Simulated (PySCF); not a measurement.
# Structure from NMR data

The spectra below were simulated for a compound C8H11OP.

$^{1}$H NMR (600 MHz, computed): δ 6.90 (m, 1H), 6.57 (m, 1H), 6.44 (m, 1H), 6.02 (m, 1H), 5.53 (m, 1H), 3.69 (s, 3H), 2.10 (d, 3H).

$^{13}$C{$^{1}$H} NMR (computed): δ 271.9 (C), 157.5 (C), 151.7 (CH), 149.0 (CH), 138.8 (CH), 123.5 (CH2), 57.6 (CH3), 25.1 (CH3).

- geometry from GFN2-xTB
- shielding tensors at PBE0/pcSseg-1 (GIAO)
- code: PySCF 2.14.0 with density-fitted response routines
- one computed conformer, non-relativistic, averaged over atoms made equivalent by symmetry, fast rotation or ring inversion, no solvent model

Scale: $^{1}$H and $^{13}$C vs TMS (reference shieldings calculated alike).

Problem. Deduce the structure.

Solution. 
8 carbon signals for 8 carbons: no two carbons are equivalent. Carbon types of the structure: 2 × C, 3 × CH, 1 × CH2, 2 × CH3, which accounts for all hydrogens. δC 271.9: cumulene carbon. δC 157.5: alkene carbon bearing oxygen; an sp2 carbon further deshielded by the attached heteroatom. δC 151.7, 149.0, 138.8: alkene CH; as expected for a trigonal carbon in a double bond. δC 123.5: terminal =CH2 carbon; as expected for a trigonal carbon in a double bond. δC 57.6: methyl carbon bonded to O; the inductive effect lowers its shielding. δC 25.1: allylic methyl carbon; aliphatic region, no heteroatom directly attached. δH 3.69: hydrogen on a methyl carbon bonded to O; its carbon carries O, which withdraws density.

The compound is `C=CC(=C=P/C=C/C)OC`.

This is the structure that produced the data.

Splittings by $^{31}$P in the carbon and heteronuclear signals aren't shown, as no couplings were computed. Shifts are as computed. Against solution values, carbons near 30 ppm lie about +3 ppm off and those near 130 ppm about +5 ppm. Of 1211 compounds with measured shifts, 218 miss one by over three times the rms of a fit or turn the order of signals round; such compounds aren't used in these exercises. Multiplicities follow the n + 1 count of equivalent neighbours, as no J values were calculated; m marks all less simple cases, F and P coupling included.
